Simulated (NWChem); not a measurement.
Total energies of InO

```xyz
2

In     0.0000     0.0000     0.2729
O      0.0000     0.0000    -1.6713
```
Charge 0, spin multiplicity 2.

Everything below was run with NWChem. All single points use one geometry, from UPBE/def2-SVP with def2 effective core potentials on In, a minimum by its harmonic frequencies.

Basis set: def2-QZVP (139 functions).

```
method                         total energy (Ha)  relative cost
-----------------------------  -----------------  -------------
UHF                                   -264.07556              1
UMP2                                  -264.74812        under 3
UB2PLYP                               -265.15147              4
UPBE                                  -265.28261        under 3
UB3LYP                                -265.42012        under 3
ULC-wPBE (omega 0.3 per bohr)         -265.30514             10
```

Total energies of different functionals aren't comparable as a measure of quality: only differences taken within one method are. Costs are rough ratios of processor time within this set of runs, SCF included, with UHF as 1.

Effective core potentials replace the inner electrons of In; spin-orbit coupling is left out. The correlated methods keep 5 core orbitals frozen. B3LYP has NWChem's definition, with VWN1-RPA local correlation. GW and range-separated runs recompute their integrals, the others keep them in memory, which bears on the times. The structure started from a generated list of species. The unpaired electrons of the parent sit in orbitals of symmetry a1 (C2v labels of the run); other states weren't searched. No SCF solution was tested for a lower state. Open-shell Hartree-Fock references start from PBE0 orbitals; any time given for them includes that run.
